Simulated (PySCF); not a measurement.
Bonds: Ta1-S2 2.140 Å, Ta1-Cl3 2.280 Å, Ta1-Cl4 2.282 Å, Ta1-Cl5 2.282 Å.

Geometry: PBE0-D3(BJ)/def2-SVP; GIAO absolute shieldings from PySCF 2.14.0 with density-fitted response routines, gas phase, scalar relativity only through the core potential, averaged over equivalent atoms.

At PBE0/pcSseg-1 (def2-TZVP on Ta) (136 basis functions, 12 s wall time on 1 thread of an Arm Neoverse V2, shared host):
```csv
atoms,σ (ppm)
S2,-637.1
Cl3/Cl4/Cl5,428.6
```

Predict the values at B3LYP/pcSseg-1 (def2-TZVP on Ta) on the same geometry.

Results:


| atoms | σ at B3LYP/pcSseg-1 (def2-TZVP on Ta) | change |
| --- | --- | --- |
| S2 | -661.6 | -24.5 |
| Cl3/Cl4/Cl5 | 407.0 | -21.6 |

The largest change is at S2 (sulfur bonded to Ta). Cost: 136 basis functions, 11 s wall time on 1 thread of an Arm Neoverse V2, shared host.

Ta is described by an effective core potential, so it has no shielding of its own here; spin–orbit effects on the atoms bonded to it, which can be large, are absent, and the values of these neighbours are rough.
